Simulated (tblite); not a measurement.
Compound: C7H15OPS.
Atom-mapped SMILES: `[CH2:1]=[CH:2][CH2:3][P@:4](=[O:5])([CH2:6][CH3:7])[CH2:8][S:9][CH3:10]` (hydrogens: H11, H12 on C1; H13 on C2; H14, H15 on C3; H16, H17 on C6; H18, H19, H20 on C7; H21, H22 on C8; H23, H24, H25 on C10)

Structure used (GFN2-xTB), in Å, numbered top down from 1:
```xyz
25
C7H15OPS angstrom
C     -3.2090   -1.4499    0.6551
C     -1.9330   -1.7890    0.6450
C     -0.9927   -1.5043   -0.4732
P      0.3450   -0.4289    0.2183
O      1.0928   -1.0752    1.3058
C     -0.4377    1.1436    0.7429
C     -1.1719    1.9153   -0.3391
C      1.3943   -0.0306   -1.2530
S      2.4722    1.3868   -0.8870
C      3.6796    0.5817    0.1969
H     -3.6747   -0.9609   -0.1860
H     -3.8460   -1.6587    1.4970
H     -1.4817   -2.2790    1.4980
H     -1.4911   -1.0354   -1.3204
H     -0.4959   -2.4227   -0.8012
H      0.3717    1.7435    1.1695
H     -1.1074    0.8651    1.5627
H     -1.6135    2.8155    0.0838
H     -1.9691    1.3160   -0.7713
H     -0.4863    2.2140   -1.1285
H      0.7898    0.2510   -2.1123
H      2.0147   -0.8938   -1.5006
H      4.3054    1.3669    0.6081
H      4.2804   -0.1079   -0.3904
H      3.1530    0.0609    0.9891
```

Computed with GFN2-xTB (tblite): harmonic, unscaled wavenumbers at the GFN2-xTB geometry, gas phase. This tight-binding method is rough: wavenumbers can miss measured ones by several per cent, in bad cases by 10 to 20. One conformer, not necessarily the lowest.

Harmonic wavenumbers (cm⁻¹): 31.1, 35.7, 61.2, 64.4, 102.2, 118.4, 150.9, 159.9, 185.1, 201.7, 213.1, 237.6, 275.2, 311.2, 342.5, 382.1, 419.7, 580.8, 652.9, 687.1, 716.4, 735.5, 757.0, 760.4, 778.8, 822.6, 892.9, 944.2, 949.0, 956.6, 972.7, 1008.7, 1014.9, 1037.3, 1052.4, 1088.9, 1135.7, 1151.8, 1179.2, 1206.3, 1239.9, 1273.9, 1282.1, 1318.2, 1378.4, 1400.7, 1406.5, 1424.0, 1427.5, 1440.8, 1446.3, 1493.9, 1501.7, 1711.4, 2928.0, 2935.2, 2947.3, 2950.4, 2989.8, 3006.7, 3020.1, 3030.0, 3041.3, 3044.4, 3055.6, 3061.8, 3065.5, 3092.6, 3129.8.

A = 1786, B = 588.7, C = 518.5 MHz; mass 178.058 u (most abundant isotopes); point group C1, symmetry number 1.

What is the zero-point energy?

Half the sum of the wavenumbers: 44709 cm⁻¹ = 127.83 kcal/mol.

Give the ideal-gas entropy at 298.15 K and 1 bar in the rigid-rotor, harmonic-oscillator model (classical rotation).

Translation 41.46, rotation 30.76, vibration 50.08: S = 122.3 cal/(mol K).

And Cp and H(298.15 K) − H(0)?

Cp = 52.22 cal/(mol K), of which vibrations give 44.28 (their classical limit is 69 R = 137.1); H(298.15 K) − H(0) = 9.67 kcal/mol without the zero-point energy, 7.30 from vibrations.

What must be added to the electronic energy to get the Gibbs energy at 298.15 K and 1 bar?

ZPE + [H(298.15 K) − H(0)] − T·S = 127.83 + 9.67 − 36.46 = 101.04 kcal/mol.

Which modes carry the vibrational entropy at 298.15 K?

31.1 cm⁻¹: 5.76; 35.7 cm⁻¹: 5.48; 61.2 cm⁻¹: 4.42; 64.4 cm⁻¹: 4.32; 102.2 cm⁻¹: 3.41; 118.4 cm⁻¹: 3.13 cal/(mol K); the other 63 give 23.56 together.

How do the functions run with temperature in this model?

| T (K) | S (cal/(mol K)) | Cp (cal/(mol K)) | H − H(0) (kcal/mol) | G − H(0) (kcal/mol) | ln q(vib) |
| --- | --- | --- | --- | --- | --- |
| 150 | 93.6 | 33.9 | 3.32 | -10.72 | 6.36 |
| 250 | 113.7 | 46.0 | 7.30 | -21.11 | 10.86 |
| 400 | 139.5 | 65.0 | 15.65 | -40.14 | 16.98 |
| 600 | 169.8 | 84.7 | 30.73 | -71.13 | 24.52 |
| 900 | 208.0 | 103.7 | 59.22 | -127.99 | 34.80 |

q(vib) and H(0) count from the zero-point level.

Hindered rotation and anharmonicity are outside this model. Other conformers, if any are populated, would add a mixing term that is left out. The structure is chiral; the term R ln 2 for an equal mix with its mirror image is left out.

On one thread of an Arm Neoverse N1, shared host, this took 2.5 s. This covers the Hessian and the dipole derivatives.
